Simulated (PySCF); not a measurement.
## Energy of Cr⁻ (chromium, charge -1) between two integer charges

The 4s beta orbital of [Ar] 3d5 4s2 is emptied in steps (occupation f), with all orbitals relaxed, ending at [Ar] 3d5 4s1. All numbers are calculated (PySCF 2.14, no relativity, point nucleus, in aug-pcseg-2). The exact energy is a straight line in f; departures are measured from the line between the end points of the same method.

```json
{"f": "1", "PBE0 (eV)": "0.000", "r2SCAN (eV)": "0.000", "LC-wPBE (eV)": "0.000"}
{"f": "0.8", "PBE0 (eV)": "-0.179", "r2SCAN (eV)": "-0.223", "LC-wPBE (eV)": "0.033"}
{"f": "0.6", "PBE0 (eV)": "-0.269", "r2SCAN (eV)": "-0.325", "LC-wPBE (eV)": "0.050"}
{"f": "0.4", "PBE0 (eV)": "-0.267", "r2SCAN (eV)": "-0.307", "LC-wPBE (eV)": "0.052"}
{"f": "0.2", "PBE0 (eV)": "-0.171", "r2SCAN (eV)": "-0.181", "LC-wPBE (eV)": "0.036"}
{"f": "0", "PBE0 (eV)": "0.000", "r2SCAN (eV)": "0.000", "LC-wPBE (eV)": "0.000"}
```

```json
{"method": "PBE0", "E(f=0) − E(f=1) (eV)": "0.290", "−ε at f=1 (eV)": "-0.822", "−ε at f=0.4 (eV)": "0.535"}
{"method": "r2SCAN", "E(f=0) − E(f=1) (eV)": "0.302", "−ε at f=1 (eV)": "-1.108", "−ε at f=0.4 (eV)": "0.678"}
{"method": "LC-wPBE", "E(f=0) − E(f=1) (eV)": "0.194", "−ε at f=1 (eV)": "0.404", "−ε at f=0.4 (eV)": "0.160"}
```

Orbital energy along the path (eV):

```
  f    PBE0  r2SCAN  LC-wPBE
  1   0.822   1.108   -0.404
0.8   0.388   0.515   -0.319
0.6  -0.067  -0.098   -0.241
0.4  -0.535  -0.678   -0.160
0.2  -0.998  -1.161   -0.071
  0  -0.494  -0.780    0.216
```

As f goes to zero the orbital energy of a semilocal functional can turn back, because the density of that orbital vanishes from the exchange-correlation potential.

At f = 1 the orbital energy is positive for PBE0, r2SCAN: only the finite basis holds the electron.

Reference removal energy between the ground levels: 0.676 eV (measured; photodetachment measurements, as compiled on the Wikipedia data page of electron affinities).
